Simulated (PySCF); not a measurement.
A PySCF script (with the pyscf-properties extension) for the NMR shieldings of SMILES OS(C[Si@@H](OC)S)(=O)=O, C2H8O4S2Si, on a GFN2-xTB geometry:

```python
import basis_set_exchange as bse
import numpy as np
from pyscf import gto, dft
from pyscf.prop import nmr

atoms = """
C    -3.128373    0.331288    0.640474
O    -1.749051    0.349881    0.868338
Si   -0.612852   -0.239290   -0.116077
S    -0.929957    0.525177   -2.078485
C     0.950605    0.447160    0.677641
S     2.121784   -0.473144   -0.235026
O     2.043881   -0.145733   -1.630449
O     2.069283   -1.860062    0.097391
O     3.498904    0.137256    0.350663
H    -3.347617    0.688265   -0.365921
H    -3.601588    0.979760    1.375631
H    -3.510740   -0.684229    0.744223
H    -0.627328   -1.700329   -0.139974
H     0.313870    0.342063   -2.491682
H     1.153796    1.494074    0.502322
H     1.083295    0.189223    1.716632
H     4.265089   -0.369331    0.074390
"""
names = dict.fromkeys(["C", "O", "Si", "S", "H"], "pcSseg-1")
basis = {el: gto.basis.parse(bse.get_basis(n, elements=[el], fmt="nwchem")) for el, n in names.items()}
mol = gto.M(atom=atoms, basis=basis, charge=0, verbose=0)
mf = dft.RKS(mol, xc="PBE0")
mf.grids.level = 2
mf.grids.alignment = dft.numint.BLKSIZE   # the property module wants whole blocks of grid points
mf.conv_tol = 1e-9
mf.kernel()

calc = nmr.RKS(mf)   # GIAO
C = mf.mo_coeff
Co = C[:, mf.mo_occ > 0]
resp = mf.gen_response(singlet=True, hermi=2)
def vind(x):   # induced exchange potential for any number of trial vectors
    d = np.einsum("pi,xij,qj->xpq", C, 2 * x.reshape(-1, C.shape[1], Co.shape[1]), Co, optimize=True)
    return np.einsum("xpq,pi,qj->xij", resp(d - d.transpose(0, 2, 1)), C, Co, optimize=True).ravel()
mo1, _ = nmr.rhf.solve_mo1(calc, with_cphf=vind)
sigma = calc.kernel(mo1)
for i, s in enumerate(sigma):   # ppm
    w = np.linalg.eigvalsh((s + s.T) / 2)
    print("%2d %-2s iso %8.1f  s11 %8.1f  s22 %8.1f  s33 %8.1f" % (i, mol.atom_pure_symbol(i), w.mean(), *w))
```

Task: What are the results?

Result: 
```
 0 C  iso    133.7  s11    107.1  s22    108.7  s33    185.1
 1 O  iso    319.1  s11    259.9  s22    337.1  s33    360.5
 2 Si iso    343.0  s11    309.7  s22    338.0  s33    381.3
 3 S  iso    709.9  s11    611.4  s22    692.2  s33    826.1
 4 C  iso    138.4  s11    112.2  s22    129.6  s33    173.5
 5 S  iso    185.1  s11     42.7  s22    172.5  s33    340.2
 6 O  iso     73.1  s11     36.6  s22     56.7  s33    125.8
 7 O  iso     81.3  s11     50.5  s22     63.1  s33    130.5
 8 O  iso    125.7  s11     22.6  s22     80.0  s33    274.4
 9 H  iso     28.0  s11     22.4  s22     27.6  s33     34.1
10 H  iso     27.8  s11     23.2  s22     25.2  s33     34.8
11 H  iso     28.0  s11     23.8  s22     25.3  s33     35.0
12 H  iso     25.7  s11     22.2  s22     24.7  s33     30.2
13 H  iso     28.5  s11     17.7  s22     26.1  s33     41.7
14 H  iso     28.7  s11     25.6  s22     28.0  s33     32.6
15 H  iso     28.7  s11     24.8  s22     28.3  s33     33.2
16 H  iso     27.1  s11     21.4  s22     22.4  s33     37.4
```

These numbers come from an equivalent density-fitted implementation of the same equations, which agrees with the script to about 0.01 ppm for H and up to a few tenths of a ppm for heavy atoms, so last digits may differ.

Task: Turn these shieldings into chemical shifts. References, each an isolated molecule treated in the same way: 13C (186.93 ppm) and 29Si (349.16 ppm) and 1H (31.72 ppm) against TMS; H2O for 17O (336.08 ppm); 33S (503.73 ppm) against CS2.

Result: Averaging equivalent atoms: C 0: 53.3; C 4: 48.5; O 6: 263.0; O 7: 254.7; O 8: 210.4; O 1: 16.9; Si 2: 6.2; S 5: 319; S 3: -206; H 12: 6.04; H 16: 4.64; H 9/10/11: 3.79; H 13: 3.22; H 15: 3.00; H 14: 2.97 ppm. Unscaled 17O shifts of doubly bonded oxygen tend to come out too high, by tens of ppm or more. Experimental scales use liquid or dissolved standards, which lie at an offset from isolated H2O (liquid H2O: subtract about 36 ppm).

Size and cost of the density-fitted run: 214 basis functions, 71 s wall time on 1 thread of an Arm Neoverse N1, shared host; peak memory 0.9 GiB.
